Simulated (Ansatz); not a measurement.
`C=[C](F)[GaH2]` + `[AsH3]` → `[GaH2][AsH2]` + `C=CF` at 298.15 K and 1 bar (ligand exchange at a Ga–C bond).

Computed with Ansatz on PBE0-D4/def2-TZVP structures; ΔE is electronic, products minus reactants. CBS: MP2 limit from def2 TZ/QZ plus the TZ coupled-cluster correction, frozen cores. For As, Ga outer-core shells are correlated without core-valence functions, which leaves a few kJ/mol of doubt a bond. Scalar relativity is left out up to krypton.

```
         species  CCSD(T)/CBS energy (Eh)  H − E (kJ/mol)  S (J/(mol·K))
`C=[C](F)[GaH2]`              -2102.18893           141.5          318.6
        `[AsH3]`              -2236.79077            67.8          222.9
  `[GaH2][AsH2]`              -4161.33979            90.7          303.5
          `C=CF`               -177.66469           127.2          252.2
```

H − E and S are ideal-gas, rigid-rotor, harmonic terms from PBE0-D4/def2-TZVP. 1 Eh = 2625.50 kJ/mol, R = 8.31446 J/(mol·K).

Problem. By hand: ΔE, ΔH, ΔS and ΔG.

Solution. ΔE = (-4161.33979) + (-177.66469) − (-2102.18893) − (-2236.79077) = -0.02478 Eh = -65.1 kJ/mol. Δ(H − E) = 90.7 + 127.2 − 141.5 − 67.8 = 8.6, so ΔH = -56.5 kJ/mol. ΔS = 303.5 + 252.2 − 318.6 − 222.9 = 14.2 J/(mol·K). ΔG = -56.5 − 298.15 × (14.2)/1000 = -60.7 kJ/mol.

Problem. By hand: the equilibrium constant, and the temperature at which ΔG would vanish if ΔH and ΔS stayed fixed.

Solution. log₁₀ K = −ΔG/(RT ln 10) = 10.6. ΔH and −TΔS have one sign here, so there is no such temperature.

The number of gas molecules stays the same, so ΔS is small and ΔH decides. A doubt of 5 kJ/mol in ΔE shifts log₁₀ K by 0.9 here. These are equilibria of isolated gas molecules and say nothing of rates. Largest T1 diagnostic: 0.013 (customary marks: 0.02 for closed shells, 0.045 for open ones).
